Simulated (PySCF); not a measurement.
Isomers of CH4N2Si. Gas-phase values, no solvent. One relaxed conformer stands for each flexible species; it need not be the lowest. Strings in code marks are SMILES.

The T1 excitation (TDA) from two functionals at the same geometries (B3LYP-D3(BJ)/def2-TZVP), both in PySCF: PBE-D3(BJ)/def2-TZVP and B3LYP-D3(BJ)/def2-TZVP. B3LYP has the VWN-RPA correlation part, as in Gaussian. Excitations are Tamm–Dancoff values on a coarser integration grid. The basis has no diffuse functions, so Rydberg states are missing or too high.

```
species                                        PBE-D3(BJ)/def2-TZVP (eV)
---------------------------------------------  -------------------------
`N=C=[SiH]N`                                                        1.72
`C(=N/[H])/[SiH]=N/[H]` (N–C–Si–N torsion 0°)                       2.47
`C(N[SiH3])#N`                                                      5.02
`[H]/N=[SiH]/N=C` (C–N–Si–N torsion 59°)                            2.82
```

Problem. What does B3LYP-D3(BJ)/def2-TZVP give for each?

Solution. 
- `N=C=[SiH]N`: 1.61
- `C(=N/[H])/[SiH]=N/[H]` (N–C–Si–N torsion 0°): 2.79
- `C(N[SiH3])#N`: 5.52
- `[H]/N=[SiH]/N=C` (C–N–Si–N torsion 59°): 3.12
Over these rows, drawn at random from the members with no instability flagged (it was tested for open shells, ions and some series alone), PBE minus B3LYP-D3(BJ): mean -0.25 eV, from -0.49 eV to +0.11 eV.
